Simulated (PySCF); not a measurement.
Isomers of C2H6Si. All species are isolated molecules in the gas phase. Strings in code marks are SMILES.

The LUMO from two functionals at the same geometries (B3LYP-D3(BJ)/def2-TZVP), both in PySCF: PBE-D3(BJ)/def2-TZVP and B3LYP-D3(BJ)/def2-TZVP. B3LYP has the VWN-RPA correlation part, as in Gaussian. 

```csv
species,PBE-D3(BJ)/def2-TZVP (eV)
`C=C[SiH3]`,-1.50
`[SiH](C)=C`,-1.51
`C(=[SiH2])C`,-1.86
```

Question: What does B3LYP-D3(BJ)/def2-TZVP give for each?

Answer: 
- `C=C[SiH3]`: -0.69
- `[SiH](C)=C`: -0.84
- `C(=[SiH2])C`: -1.21
Over these rows, drawn at random from the members with no instability flagged (it was tested for open shells, ions and some series alone), PBE minus B3LYP-D3(BJ): mean -0.71 eV, from -0.81 eV to -0.65 eV.
